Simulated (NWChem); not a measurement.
System: CH3FGe, singlet; SMILES [CH3][Ge][F]

Parts of the log:

```
             Northwest Computational Chemistry Package (NWChem) 7.3.0
             --------------------------------------------------------

 CS  symmetry detected

                             Geometry "geometry" -> ""
                             -------------------------

 Output coordinates in angstroms (scale by  1.889725989 to convert to a.u.)

  No.       Tag          Charge          X              Y              Z
 ---- ---------------- ---------- -------------- -------------- --------------
    1 Ge                  32.0000     0.46649586     0.08588085     0.00000000
    2 F                    9.0000    -0.83333688     1.27958150     0.00000000
    3 C                    6.0000    -0.73972148    -1.48914459     0.00000000
    4 H                    1.0000    -0.19711476    -2.44638506     0.00000000
    5 H                    1.0000    -1.39619590    -1.44158403    -0.88619600
    6 H                    1.0000    -1.39619590    -1.44158403     0.88619600

 Effective nuclear repulsion energy (a.u.)     181.6015589067

      Symmetry information
      --------------------

 Group name             Cs
 Group number              2
 Group order               2
 No. of unique centers     5

                                 NWChem DFT Module
                                 -----------------

 Summary of "ao basis" -> "ao basis" (spherical)
 ------------------------------------------------------------------------------
       Tag                 Description            Shells   Functions and Types
 ---------------- ------------------------------  ------  ---------------------
 Ge                        def2-svpd                14       38   6s4p4d
 F                         def2-svpd                 9       23   4s3p2d
 C                         def2-svpd                 8       20   4s2p2d
 H                         def2-svpd                 4        8   2s2p

      Symmetry analysis of basis
      --------------------------

        a'         70
        a"         35

[...]

                                NWChem TDDFT Module
                                -------------------

            General Information
            -------------------
           No. of orbitals :     210
            Alpha orbitals :     105
             Beta orbitals :     105
        Alpha frozen cores :       0
         Beta frozen cores :       0
     Alpha frozen virtuals :       0
      Beta frozen virtuals :       0
         Spin multiplicity :       1
    Number of AO functions :     105
        Use of symmetry is : off
      Symmetry adaption is : on
         Schwarz screening :  0.10D-07

              XC Information
              --------------
                  B3LYP Method XC Potential
              Hartree-Fock (Exact) Exchange   0.20
                 Slater Exchange Functional   0.80 local
             Becke 1988 Exchange Functional   0.72 non-local
       Lee-Yang-Parr Correlation Functional   0.81
           VWN I RPA Correlation Functional   0.19 local

             TDDFT Information
             -----------------
          Calculation type : Tamm-Dancoff TDDFT
         Wavefunction type : Restricted singlets
          No. of electrons :      50
           Alpha electrons :      25
            Beta electrons :      25
              No. of roots :       6
          Max subspacesize :    5200
            Max iterations :     100
               Target root :       1
           Target symmetry : none
      Symmetry restriction : off
                 Algorithm : Optimal
        Davidson threshold :  0.10D-03

    6 smallest eigenvalue differences (eV)
--------------------------------------------------------
  No. Spin  Occ  Vir  Irrep   E(Occ)    E(Vir)   E(Diff)
--------------------------------------------------------
    1    1   25   26 a"       -0.249    -0.100     4.068
    2    1   25   27 a'       -0.249    -0.002     6.726
    3    1   25   28 a'       -0.249     0.015     7.191
    4    1   24   26 a"       -0.377    -0.100     7.544
    5    1   25   29 a'       -0.249     0.038     7.799
    6    1   23   26 a'       -0.397    -0.100     8.107
--------------------------------------------------------

  Entering Davidson iterations
  Restricted singlet excited states

  Iter   NTrls   NConv    DeltaV     DeltaE      Time
  ----  ------  ------  ---------  ---------  ---------
    1      6       0     0.17E+00   0.10+100       17.0
    2     12       0     0.31E-01   0.26E-01       14.3
    3     18       0     0.84E-02   0.14E-02       13.1
    4     24       0     0.37E-01   0.94E-02       12.2
    5     30       3     0.51E-02   0.18E-02       12.6
    6     33       5     0.18E-02   0.12E-03       10.8
    7     34       5     0.26E-03   0.41E-05        9.6
    8     35       6     0.69E-04   0.82E-07        9.3
  ----  ------  ------  ---------  ---------  ---------
  Convergence criterion met

  Ground state a'      -2216.470264245312 a.u.

  ----------------------------------------------------------------------------
  Root   1 singlet a"             0.118691534 a.u.                3.2298 eV
  ----------------------------------------------------------------------------
     Transition Moments    X  0.00000   Y  0.00000   Z  0.62938
     Dipole Oscillator Strength                    0.0313443476
     Electric Quadrupole                           0.0000000544
     Magnetic Dipole                               0.0000017056
     Total Oscillator Strength                     0.0313461076

[...]
```

Level: B3LYP/def2-SVPD, TDA. Low-valent species are run as closed-shell singlets; no triplet was tried in these runs. Structure relaxed at the PBE0/def2-SVP level. B3LYP is NWChem's, with the RPA form of VWN correlation.

Task: Reconstruct the input file.

Result: This is not unique; one that fits is the input that was run:
```
start job
memory heap 200 mb stack 900 mb global 1100 mb
geometry units angstroms noautoz
  Ge     0.444339     0.068653     0.000000
  F     -0.850758     1.267490     0.000000
  C     -0.768104    -1.501585     0.000000
  H     -0.229291    -2.460966     0.000000
  H     -1.424385    -1.451426    -0.886196
  H     -1.424385    -1.451426     0.886196
end
basis spherical
  * library def2-svpd
end
dft
  xc b3lyp
  iterations 150
end
tddft
  cis
  nroots 6
  notriplet
end
task tddft energy
```
